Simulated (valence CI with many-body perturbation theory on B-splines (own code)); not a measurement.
Values are calculated unless marked as measured or tabulated.
From CI to CI+MBPT in Nd²⁶⁺

Level of theory: configuration interaction combined with many-body perturbation theory (CI+MBPT): six valence electrons over a frozen Dirac-Fock core [Ar] 3d10, radial functions for each j: 9 s, 9 p, 8 d, 6 f, 3 g, 1 h, with the one-electron correlation potential Σ1, the two-electron term Σ2, the three-electron term Σ3, Breit, model QED; selected CI, second order for the rest, scaled by the run's own slope (own B-spline code, finite nucleus).

No measured spectrum was set against this ion. As an estimate, large intervals hold to a few tenths of a per cent, small ones and those within an open d or f shell to about a per cent. Among the levels kept, up to 690 cm⁻¹ of a level comes from second order outside the variational space, and about a tenth of that is noise between levels of different J, which matters for small intervals.

Each rung adds one term. CI alone is the Dirac-Coulomb CI over the frozen core; QED comes last and gives the full result, which names the levels. Energies are above (4s^2 4p1/2^2 4p3/2^2) J=2 on the same rung, in cm⁻¹.

Levels are named by their leading jj configuration (3d3/2^4 stands for four electrons in 3d with j = 3/2), which in mixed levels can hold well under half, so a name can repeat and another be missing.

| Level | CI alone |
| --- | --- |
| (4s^2 4p1/2^2 4p3/2^2) J=0 | 49962 |
| (4s^2 4p1/2 4p3/2^3) J=1 | 227084 |
| (4s^2 4p1/2 4p3/2^3) J=2 | 254917 |
| (4s^2 4p3/2^4) J=0 | 504377 |
| (4s 4p1/2^2 4p3/2^3) J=2 | 744289 |
| (4s 4p1/2^2 4p3/2^3) J=1 | 793380 |
| (4s^2 4p1/2^2 4p3/2 4d3/2) J=2 | 844773 |
| (4s^2 4p1/2^2 4p3/2 4d3/2) J=0 | 854775 |
| (4s^2 4p1/2^2 4p3/2 4d3/2) J=3 | 858097 |
| (4s^2 4p1/2^2 4p3/2 4d3/2) J=1 | 889576 |
| (4s^2 4p1/2^2 4p3/2 4d5/2) J=4 | 899719 |
| (4s^2 4p1/2^2 4p3/2 4d5/2) J=2 | 933720 |
| (4s^2 4p1/2^2 4p3/2 4d5/2) J=3 | 969350 |
| (4s 4p1/2 4p3/2^4) J=0 | 971795 |
| (4s^2 4p1/2^2 4p3/2 4d5/2) J=1 | 998136 |
| (4s 4p1/2 4p3/2^4) J=1 | 1015700 |

Q: What do these energies become with core correlation, Breit and QED?

A: (4s^2 4p1/2^2 4p3/2^2) J=0 49105 (-856); (4s^2 4p1/2 4p3/2^3) J=1 226846 (-238); (4s^2 4p1/2 4p3/2^3) J=2 253951 (-966); (4s^2 4p3/2^4) J=0 502778 (-1598); (4s 4p1/2^2 4p3/2^3) J=2 742935 (-1354); (4s 4p1/2^2 4p3/2^3) J=1 790971 (-2409); (4s^2 4p1/2^2 4p3/2 4d3/2) J=2 841693 (-3080); (4s^2 4p1/2^2 4p3/2 4d3/2) J=0 851774 (-3001); (4s^2 4p1/2^2 4p3/2 4d3/2) J=3 854751 (-3346); (4s^2 4p1/2^2 4p3/2 4d3/2) J=1 884675 (-4900); (4s^2 4p1/2^2 4p3/2 4d5/2) J=4 895588 (-4131); (4s^2 4p1/2^2 4p3/2 4d5/2) J=2 928248 (-5472); (4s^2 4p1/2^2 4p3/2 4d5/2) J=3 963115 (-6235); (4s 4p1/2 4p3/2^4) J=0 970492 (-1303); (4s^2 4p1/2^2 4p3/2 4d5/2) J=1 992249 (-5887); (4s 4p1/2 4p3/2^4) J=1 1012250 (-3455).

Q: How does the ionisation energy move along the ladder, and which term matters most?

A: CI alone 939.81, + Σ1 941.13, + Σ2 941.34, + Σ3 940.97, + Breit 940.45, + QED 940.44 eV. The largest step is Σ1, 1.32 eV. NIST lists 939 ± 4 eV (theoretical).
